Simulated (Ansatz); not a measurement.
Consider the formal hydrolysis of a Ta–N bond: `[NH2][Ta](=[O])([OH])[OH]` + H₂O → `[O]=[Ta]([OH])([OH])[OH]` + NH₃.

Program: Ansatz. Geometries: PBE0-D4/def2-TZVP. ΔE: electronic, gas phase. CCSD(T)/CBS adds triple-zeta CCSD(T) − MP2 to the extrapolated MP2 energy (def2 sets, frozen cores). This one scheme is used for every species. Functionals use def2-TZVPP. B3LYP here is the variant with VWN-RPA as its local correlation; programs differ in this. HSE06 is defined as in plane-wave codes. Elements past krypton have def2 core potentials. For Ta outer-core shells are correlated without core-valence functions, which leaves a few kJ/mol of doubt a bond. One conformer a species, not always the lowest.

| level | ΔE (kJ/mol) | difference from CCSD(T)/CBS |
| --- | --- | --- |
| PBE-D4 | -19.6 | -3.3 |
| PBE0-D4 | -18.6 | -2.3 |
| B3LYP-D4 | -21.8 | -5.5 |
| B3LYP | -24.6 | -8.3 |
| r2SCAN0 | -22.2 | -5.9 |
| HSE06 | -20.0 | -3.7 |
| BHLYP | -24.6 | -8.3 |
| LC-ωPBE | -24.2 | -7.9 |
| HF/def2-SVP | -25.4 | -9.1 |
| MP2/def2-SVP | -22.8 | -6.5 |
| HF/def2-TZVPP | -27.3 | -11.0 |
| CCSD/def2-TZVPP | -18.3 | -2.0 |
| MP2/def2-QZVPP | -17.4 | -1.1 |
| HF/CBS(def2) | -27.7 | -11.4 |
| MP2/CBS(def2) | -16.7 | -0.4 |
| CCSD/CBS(def2) | -17.1 | -0.8 |
| CCSD(T)/CBS | -16.3 | 0 |

Largest T1 diagnostic among the species: 0.020.

At CCSD(T), def2-SVP lies −4.8 kJ/mol from the extrapolated value and def2-TZVPP −1.2 kJ/mol. In def2-TZVPP, CCSD(T) changes the Hartree–Fock value by +9.8 kJ/mol (the triples alone add +0.8 kJ/mol) and MP2 by +9.3 kJ/mol. Leaving LDA and LC-ωPBE aside and taking each functional with its dispersion term where it has one, the values, not all of them listed here, spread over 8.5 kJ/mol, from B97M-V to HSE06-D4. LDA lies +3.5 kJ/mol from PBE without D4.
